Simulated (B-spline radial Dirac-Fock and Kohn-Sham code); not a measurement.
What relativity does to the binding energies of Re⁵⁰⁺

System: rhenium as Re⁵⁰⁺ in the configuration [Ar] 3d7.

Both columns are ΔSCF binding energies of the configuration average from a radial B-spline solver: non-relativistic Hartree-Fock with a point nucleus, and Dirac-Fock with a finite nucleus and the Coulomb interaction alone, averaged over the two j levels with weights 2j+1.

```tsv
shell	Hartree-Fock (eV)	Dirac-Fock (eV)	shift (eV)	shift (%)
1s	68992.5	75056.3	+6063.75	+8.79
2s	13865.1	15517.5	+1652.44	+11.92
2p	13413.1	13991.6	+578.52	+4.31
3s	5165.0	5625.1	+460.05	+8.91
3p	4962.8	5156.0	+193.18	+3.89
3d	4628.5	4642.0	+13.45	+0.29
```

Relativity binds 1s, 2s, 2p, 3s, 3p, 3d more strongly, among those listed most of all 2s in relative terms.

Values without a named source are computed, but for edge energies of neutral atoms, which are taken from tables.
